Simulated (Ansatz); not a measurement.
Geometry optimisation, Ansatz, RKS PBE-D4/def2-TZVP.

Input file:

```yaml
crystal:
  periodic: [false, false, false]
  atoms:
    - { symbol: Ge, position_ang: [0.0, 0.0, 0.0] }
    - { symbol: H, position_ang: [0.9237, 0.0, 1.4863] }
    - { symbol: O, position_ang: [1.9022, 0.0, 0.5126] }
    - { symbol: H, position_ang: [2.2186, -0.9521, 0.3959] }
    - { symbol: H, position_ang: [-0.73, 1.2648, -0.5162] }
    - { symbol: F, position_ang: [-0.7913, -1.3709, -0.5594] }
basis:
  gaussian: { orbitals: def2-TZVP }
hamiltonian:
  xc: pbe
  dispersion: d4
relax:
  f_tol: 0.15
  max_steps: 25
  restrain:
    - { distance: [1, 2], at: 2.21, k: 30.0 }
    - { distance: [0, 1], at: 1.55, k: 30.0 }
    - { distance: [0, 2], at: 1.77, k: 30.0 }
output:
  orbitals: {}
```

Launched with:

```bash
$ ansatz run input.yaml --threads 4 --pin off --max-ram 5120MiB --backend cpu --events-out ev --progress --plain --runs-dir out
```

Task: Where does it end, and by what steps?

Result: It converged. The restraints hold the end off the free minimum; the threshold counts their pulls, which the force column leaves out. Restrained pairs: H2–O3 (1.38 → 2.27 Å), Ge1–H2 (1.75 → 1.53 Å), Ge1–O3 (1.97 → 1.77 Å). After 6 steps the energy has fallen by 3.051 eV (the restraints' own energy left out); O3 moved furthest, 0.57 Å.

| step | energy less start (eV) | largest force component (eV/Å) | accepted |
| --- | --- | --- | --- |
| 0 | 0.0000 | 5.103 | yes |
| 1 | -1.3655 | 2.572 | yes |
| 2 | -2.2820 | 1.835 | yes |
| 3 | -2.9785 | 1.306 | yes |
| 4 | -3.0114 | 1.240 | yes |
| 5 | -3.0011 | 2.453 | no |
| 6 | -3.0507 | 1.306 | yes |

```xyz
6
Properties=species:S:1:pos:R:3
Ge 0.131 0.032 0.189
H 0.423 -0.129 1.681
O 1.877 -0.061 -0.058
H 2.267 -0.793 0.448
H -0.468 1.272 -0.489
F -0.708 -1.380 -0.452
```

Time of the run: 11 s on 4 threads of Intel(R) Xeon(R) Platinum 8259CL CPU @ 2.50GHz (Skylake/Cascade Lake) (shared host), peak memory 0.23 GiB.
